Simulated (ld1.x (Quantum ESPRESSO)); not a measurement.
# What one change does to a pseudopotential (aluminium (Al), TM)

```json
{
  "Element": "aluminium",
  "Generator": "ld1.x (Quantum ESPRESSO) 7.5",
  "Type": "norm-conserving Troullier–Martins (Kleinman–Bylander form)",
  "Functional": "BP86",
  "Relativity": "fully relativistic",
  "Frozen core": "[Ne]",
  "Valence charge": "3",
  "Reference configuration": "3s2 3p1",
  "Partial waves": "3s (bound): rc 1.90 bohr; 3p (bound): rc 2.25 bohr; 3d channel at 0.25 Ry: rc 1.70 bohr",
  "Local potential": "the d channel",
  "Core correction": "none"
}
```

Open shells are filled in proportion to 2j + 1 (rel_dist='average').

All-electron outer shells of the reference configuration (BP86, scalar-relativistic, ld1.x):

```json
{"shell": "2s", "level (eV)": "-108.30", "outermost node (bohr)": "0.16", "outermost maximum (bohr)": "0.50"}
{"shell": "2p", "level (eV)": "-69.78", "outermost node (bohr)": "–", "outermost maximum (bohr)": "0.43"}
{"shell": "3s", "level (eV)": "-7.86", "outermost node (bohr)": "0.80", "outermost maximum (bohr)": "2.09"}
{"shell": "3p", "level (eV)": "-2.81", "outermost node (bohr)": "0.82", "outermost maximum (bohr)": "2.64"}
```

Change: core correction a·sin(br)/r model core inside 0.82 bohr.

Cutoffs: the cutoffs (Ry, on a coarse ladder) from which the occupation-weighted sum of valence levels, in a spherical-Bessel basis at the reference potential, stays within 10 and 1 mRy of its value at 400 Ry; they do not see the model core or the augmentation charge, which bear on the density cutoff. Errors are all-electron minus pseudo energies relative to the spin-unpolarised reference configuration.

Question: Predict the effect on cutoff, ghosts and configuration errors.

Answer: The potential gets neither clearly harder nor softer (10 Ry and 30 Ry → 10 Ry and 30 Ry); of the 7 tests that both files solve, the error grows in 0 and shrinks in 6 by more than 15 % and 0.3 meV (median size 5.4 → 3.4 meV); neither file shows a bound ghost. Exchange and correlation are not linear in the density, so unscreening with the valence charge alone errs where core and valence overlap; a model core restores that term. A model core, the more so a compact one, raises the density cutoff, which this test does not measure.

| quantity | base | changed |
| --- | --- | --- |
| cutoff, loose | 10 Ry | 10 Ry |
| cutoff, tight | 30 Ry | 30 Ry |
| bound ghosts | none | none |
| error for 3s2 3p0, meV [ΔE 5.86 eV] | +5.4 | +3.4 |
| error for 3s1 3p0, meV [ΔE 25.23 eV] | +58 | +30 |
| error for 3s2 3p0.5, meV [ΔE 2.13 eV] | +0.9 | +0.6 |
| error for 3s2 3p1.3, meV [ΔE -0.60 eV] | +0.1 | +0.1 |
| error for 3s0 3p3, meV [ΔE 10.47 eV] | +26 | -10 |
| error for 3s1 3p1, meV [ΔE 11.68 eV] | +13 | +6.4 |
| error for 3s1 3p2, meV [ΔE 5.15 eV] | +5.0 | -1.6 |
| s: phases at 2.44 bohr within 0.05 rad from the reference energy up to (Ry; the scan ends near 5) | 0.8 | 0.8 |
| p1/2: phases at 2.44 bohr within 0.05 rad from the reference energy up to (Ry; the scan ends near 5) | 2.3 | 2.3 |
| p3/2: phases at 2.44 bohr within 0.05 rad from the reference energy up to (Ry; the scan ends near 5) | 2.3 | 2.3 |
| d3/2: phases at 2.44 bohr within 0.05 rad from the reference energy up to (Ry; the scan ends near 5) | 4.7 | 4.7 |
| d5/2: phases at 2.44 bohr within 0.05 rad from the reference energy up to (Ry; the scan ends near 5) | 4.7 | 4.7 |
